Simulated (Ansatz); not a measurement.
| atom | x (Å) | y (Å) | z (Å) |
| --- | --- | --- | --- |
| C | 0.0151 | -0.0359 | -0.6133 |
| O | 0.0184 | -0.0262 | 0.4451 |

Basis set: def2-TZVP (spherical functions). Correlated methods keep 2 orbitals frozen. Charge 0, multiplicity 1.

Computed with Ansatz (development build ahead of 0.2.0); each method stands on the lowest determinant of its kind that the runs found. Restricted open shells among the atoms or ions are ROHF, correlated in semicanonical orbitals with singles.

Q: Give the atomization energy at this shape (free ground-state atoms in the same class of orbitals less the molecule, no zero-point energy) of singlet CO by RHF-MP2, RHF.

A:

| method | atomization energy |
| --- | --- |
| RHF-MP2 | 11.08 eV |
| RHF | 7.73 eV |

Caution: the shape is not the minimum.
